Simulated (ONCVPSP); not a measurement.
Configuration tests for vanadium (V) (ONCV)

* Element: V (Z = 23)
* Generator: ONCVPSP 4.0.1
* Type: optimised norm-conserving Vanderbilt (ONCV)
* Functional: PBE
* Relativity: scalar-relativistic
* Frozen core: [Ne]
* Valence charge: 13
* Reference configuration: 3s2 3p6 3d3 4s1.75 (charge +0.25)
* Partial waves: 3s+4s: rc 1.40 bohr, ncon 3, nbas 7, qcut 7.3 1/bohr, 2 projectors; 3p: rc 0.90 bohr, ncon 4, nbas 8, qcut 8.6 1/bohr, 3 projectors, debl 1.8 Ha; 3d: rc 1.30 bohr, ncon 3, nbas 6, qcut 14.1 1/bohr, 2 projectors, debl 0.4 Ha
* Local potential: polynomial inside 0.60 bohr (lpopt 5, dvloc0 3 Ha)
* Core correction: none

Energies are relative to the spin-unpolarised reference configuration 3s2 3p6 3d3 4s1.75; without spin polarisation the order of configurations can differ from experiment.

Q: Give the all-electron excitation energy and the error of the potential for: 3s2 3p6 3d3 4s2; 3s2 3p6 3d3 4s1; 3s2 3p6 3d3 4s0; 3s2 3p6 3d1 4s0.

A:

```json
{"valence configuration": "3s2 3p6 3d3 4s2", "charge": "0", "ΔE all-electron (eV)": "-1.358", "error AE − PS (meV)": "+0.1"}
{"valence configuration": "3s2 3p6 3d3 4s1", "charge": "+1", "ΔE all-electron (eV)": "6.377", "error AE − PS (meV)": "-0.2"}
{"valence configuration": "3s2 3p6 3d3 4s0", "charge": "+2", "ΔE all-electron (eV)": "20.673", "error AE − PS (meV)": "+0.2"}
{"valence configuration": "3s2 3p6 3d1 4s0", "charge": "+4", "ΔE all-electron (eV)": "95.443", "error AE − PS (meV)": "+78"}
```

Note: ghosts flagged at negative energy: p at -1036.7 eV; GHOST(+) flagged for s at 191.5 eV. A true bound ghost makes a file unfit for plane-wave use.
